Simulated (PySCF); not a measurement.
Ge(H)(Cl)2(Me) (CH4Cl2Ge), SMILES [CH3][GeH]([Cl])[Cl]. Geometry optimised at PBE-D3(BJ)/def2-SVP.

Computed equilibrium geometry at PBE-D3(BJ)/def2-SVP (PySCF confirms it by a frequency run) as Cartesian coordinates in Å, and its point group:
point group Cs.
```xyz
8

Ge     0.3729     0.2860     0.0000
C     -0.5529     1.9987     0.0000
Cl    -0.2454    -0.8364     1.7600
Cl    -0.2454    -0.8364    -1.7600
H      1.9195     0.3315     0.0000
H     -0.2735     2.5710     0.9057
H     -0.2735     2.5710    -0.9057
H     -1.6444     1.8188     0.0000
```
